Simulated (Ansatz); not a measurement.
Geometry optimisation, RKS r2SCANh/def2-SVP in Ansatz 0.2.0.

input.yaml

```yaml
crystal:
  periodic: [false, false, false]
  atoms:
    - { symbol: "N", position_ang: [0.5568, -1.7118, -0.3292] }
    - { symbol: C, position_ang: [-0.0033, -0.5524, 0.0652] }
    - { symbol: "N", position_ang: [-0.9895, -0.4946, 1.0319] }
    - { symbol: Si, position_ang: [0.7023, 1.1186, -0.7778] }
    - { symbol: F, position_ang: [-0.6052, 2.1329, -0.7141] }
    - { symbol: Cl, position_ang: [2.1817, 1.9021, 0.3172] }
    - { symbol: H, position_ang: [0.1428, -2.4415, 0.2021] }
    - { symbol: H, position_ang: [-1.12085, -1.32043, 1.57074] }
    - { symbol: H, position_ang: [-1.18882, 0.37472, 1.46925] }
    - { symbol: H, position_ang: [1.0594, 0.9513, -2.1676] }
basis:
  gaussian: { orbitals: def2-SVP }
hamiltonian:
  xc: r2scanh
relax:
  f_tol: 0.015
  max_steps: 40
```

Launched with:

```bash
$ ansatz run input.yaml --threads 2 --pin off --max-ram 3072MiB --backend cpu --events-out ev --progress --plain --runs-dir out
```

**Question.** Where does it end, and by what steps?

**Answer.** It converged. After 13 steps the energy has fallen by 0.476 eV; H9 moved furthest, 0.41 Å.

| step | energy less start (eV) | largest force component (eV/Å) | accepted |
| --- | --- | --- | --- |
| 0 | 0.0000 | 4.604 | yes |
| 1 | -0.3901 | 1.330 | yes |
| 2 | -0.4377 | 0.497 | yes |
| 3 | -0.4522 | 0.334 | yes |
| 4 | -0.4593 | 0.103 | yes |
| 5 | -0.4652 | 0.154 | yes |
| 6 | -0.4685 | 0.205 | yes |
| 7 | -0.4709 | 0.176 | yes |
| 8 | -0.4480 | 0.395 | no |
| 9 | -0.4745 | 0.059 | yes |
| 10 | -0.4755 | 0.047 | yes |
| 11 | -0.4758 | 0.040 | yes |
| 12 | -0.4760 | 0.024 | yes |
| 13 | -0.4760 | 0.013 | yes |

```xyz
10
Properties=species:S:1:pos:R:3
N 0.714 -1.556 -0.259
C 0.045 -0.535 0.132
N -0.949 -0.453 1.060
Si 0.626 1.038 -0.708
F -0.507 2.167 -0.407
Cl 2.377 1.699 0.132
H 0.426 -2.422 0.212
H -1.323 -1.285 1.499
H -1.463 0.411 1.171
H 0.791 0.895 -2.164
```

The run took 39 s on 2 threads of Intel(R) Xeon(R) Platinum 8559C (Emerald Rapids), with other jobs on the host, peak memory 0.3 GiB.
